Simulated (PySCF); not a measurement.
C7H13NOP (charge +1).
SMILES with atom numbers: `[CH3:1][O:2][CH2:3][P@H+:4]([CH3:5])[n:6]1[cH:7][cH:8][cH:9][cH:10]1`

Structure used (GFN2-xTB), in Å, numbered top down from 1:
```
atom  x, y, z in Å
C1     2.608    1.375    0.561
O2     1.617    0.574   -0.067
C3     1.614   -0.774    0.321
P4     0.076   -1.220   -0.568
C5     0.252   -0.849   -2.314
N6    -1.192   -0.391    0.080
C7    -1.650    0.875   -0.273
C8    -2.577    1.259    0.636
C9    -2.704    0.220    1.600
C10   -1.847   -0.769    1.252
H11    2.465    1.396    1.644
H12    2.487    2.377    0.157
H13    3.609    1.001    0.329
H14    2.501   -1.323   -0.026
H15    1.507   -0.905    1.410
H16   -0.234   -2.553   -0.374
H17    0.607    0.177   -2.426
H18    0.981   -1.528   -2.757
H19   -0.709   -0.971   -2.814
H20   -1.272    1.377   -1.139
H21   -3.130    2.177    0.632
H22   -3.367    0.223    2.441
H23   -1.649   -1.722    1.705
```

NICS is the negative of the GIAO shielding at a point without a nucleus: at the ring centre (0) and 1 Å above and below it (1); zz is the component along the ring normal. Level: GIAO PBE0/pcSseg-1 (PySCF, non-relativistic, gas phase) on the GFN2-xTB geometry, one conformer.

Ring bond lengths (Å), with Mayer bond orders in brackets: N6–C7 1.392 (0.99), C7–C8 1.354 (1.61), C8–C9 1.423 (1.30), C9–C10 1.353 (1.61), C10–N6 1.395 (0.99).

Question: Give the NICS values of each ring in ppm.

Answer: 
```
           ring                                               type  NICS(0)  NICS(1), two faces  NICS(1)zz, two faces  rms pucker (Å)  centre to ring atoms, mean (Å)
N6–C7–C8–C9–C10  5-membered ring with N; formal bonds all aromatic    -11.8       -10.0 / -10.2         -25.5 / -26.6            0.01                            1.18
```

Question: What can be read from them?

Answer: 
- N6–C7–C8–C9–C10: mean NICS(1)zz -26.0 ppm, shielded. The ring is flat and has no four-coordinate atom; by the NICS criterion it is aromatic.

Question: How equal are the bonds by HOMA? HOMA = 1 − mean of α(R − Ropt)² over the ring bonds, with Krygowski's 1993 parameters (CC: Ropt 1.388 Å, α 257.7 Å⁻²; CN: Ropt 1.334 Å, α 93.52 Å⁻²).

Answer: 
- N6–C7–C8–C9–C10: HOMA 0.68; the largest term is that of C10–N6, α(R − Ropt)² = 0.35.

Question: What is the mean of the two in-plane components of NICS at the second NICS(1) probe listed for ring N6–C7–C8–C9–C10, 1 Å off the ring?

Answer: The isotropic value is a third of the trace: (3 × -10.2 − (-26.6))/2 = -2.0 ppm.
